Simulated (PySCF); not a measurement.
**A small calculation by hand: oscillator strength and radiative lifetime**

C₃H₂F₄, SMILES C(/F)=C\C(F)(F)F.

Geometry: ωB97X-D3(BJ)/def2-SVP.

PySCF with TDA-PBE/def2-SVPD puts the first singlet state with f over 0.02 at 7.80 eV (vertical), with the transition dipole (0.555, 1.317, 0.000) in atomic units.

### Question
Find the oscillator strength, the wavelength and the radiative lifetime that this transition would have in vacuum if emission retraced absorption.

### Answer

|μ|² = 2.0425 au, so |μ| = 3.63 D. ΔE = 7.80/27.211 = 0.2866 hartree. f = (2/3) ΔE |μ|² = 0.390 (the program prints 0.391).
λ = 1239.84/7.80 = 159 nm; ν = 62911 cm⁻¹.
Einstein's coefficient A = 0.6670 ν² f s⁻¹ (ν in cm⁻¹) = 1.0e9 s⁻¹, so τ = 1/A = 0.97 ns. This state is S4; the lower singlets have f = 0.018, 0.010, 0.000. The figure is the radiative limit of this one transition; relaxation, internal conversion, crossing to triplets and a medium change what is measured.
